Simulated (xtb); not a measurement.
Si(Cl)2(Me)(NH2) (CH5Cl2NSi), SMILES [Si](N)(Cl)(C)Cl. All values are semi-empirical tight-binding results from xtb (GFN2-xTB unless named), good for trends rather than for accurate numbers. The structure is a stationary point at GFN2-xTB. This is a generated structure with no PubChem entry under its InChIKey; it may be hypothetical. One conformer was computed; it need not be the lowest.

Optimised geometry:

Bonded distances (Å): C1–Si2 1.904, C1–H6 1.086, C1–H7 1.086, C1–H8 1.086, Si2–N3 1.718, Si2–Cl4 2.023, Si2–Cl5 2.023, N3–H9 1.006, N3–H10 1.006. Bond angles (°): Si2–C1–H6 111.2, Si2–C1–H7 111.2, Si2–C1–H8 111.6, H6–C1–H7 107.7, H6–C1–H8 107.4, H7–C1–H8 107.4, C1–Si2–N3 116.9, C1–Si2–Cl4 108.8, C1–Si2–Cl5 108.8, N3–Si2–Cl4 105.6, N3–Si2–Cl5 105.4, Cl4–Si2–Cl5 111.3, Si2–N3–H9 121.1, Si2–N3–H10 121.2, H9–N3–H10 111.5.

Computed properties:
| Quantity | Value |
|---|---|
| point group as xtb finds it | Cs |
| orbital gap | 6.70 eV |
| dipole moment | 3.46 D |
| zero-point energy | 40.8 kcal/mol |
| G − E(el) at 298.15 K (modified RRHO) | 19.8 kcal/mol |
| static polarisability (D4 model) | 79.5 bohr³ |
| solvation energy, GFN2-xTB/ALPB(water) | -5.2 kcal/mol |
| solvation energy, GFN2-xTB/ALPB(toluene) | -4.8 kcal/mol |

Task: Give the atomic charges and the Wiberg bond orders between heavy atoms. (An estimate is asked for; the answer gives what the named calculation found.)

Result: charges (e) C1 -0.20, Si2 0.56, N3 -0.38, Cl4 -0.24, Cl5 -0.24, H6 0.05, H7 0.05, H8 0.06, H9 0.17, H10 0.17. Bond orders C1–Si2 0.88, Si2–N3 1.17, Si2–Cl4 1.05, Si2–Cl5 1.05.
